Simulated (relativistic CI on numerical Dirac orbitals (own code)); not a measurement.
Ir3+: O2,3 absorption edge

Computed with this model: Dirac-Coulomb-Breit CI, separate exchange-only KLI orbitals for each configuration, a model potential for QED, valence Slater integrals scaled by 0.8, multiplet model of core-to-valence dipole absorption; configurations [Xe] 4f14 5d6 → [Kr] 4d10 4f14 5s2 5p5 5d7; 10 K; Lorentzian 1 eV and Gaussian 0.3 eV FWHM. Energies are those of the free ion, without screening or charge transfer. The branching ratio is the share of the lower-energy edge in the whole absorption, uncertain by about 0.02 where the edges overlap. S is read from ⟨S²⟩ = S(S + 1).

Field parameters in Wybourne normalisation: D3d B²₀ = −7Dσ, B⁴₀ = −14Dq − 21Dτ, B⁴₃ = −14√(10/7) Dq. The field is a parameter set, without covalency.

free ion: ground-state S = 1.85, centroid 52.40 eV. Peaks (eV, height): 48.2 (46), 50.2 (70), 51.5 (100), 54.0 (33), 56.0 (36), 65.8 (9).

D3d, 10Dq = 34850, Dσ = -1200, Dτ = -380 cm⁻¹: ground-state S = 0.19, centroid 58.26 eV. Peaks (eV, height): 49.5 (8), 53.5 (100), 57.0 (21), 67.0 (56), 70.0 (19).

Strongest unbroadened transitions for D3d, 10Dq = 34850, Dσ = -1200, Dτ = -380 cm⁻¹:

| Energy (eV) | Relative strength |
| --- | --- |
| 51.84 | 17.1 |
| 52.15 | 17.8 |
| 52.22 | 14.1 |
| 52.37 | 16.5 |
| 52.85 | 15.9 |
| 53.33 | 61.2 |
| 53.39 | 100.0 |
| 53.60 | 46.8 |
| 53.87 | 11.7 |
| 54.16 | 13.8 |
| 54.42 | 21.2 |
| 54.45 | 31.4 |
| 66.90 | 66.3 |
| 66.95 | 38.0 |
| 67.08 | 17.3 |
| 70.01 | 15.4 |
| 70.11 | 13.3 |
| 70.21 | 13.9 |
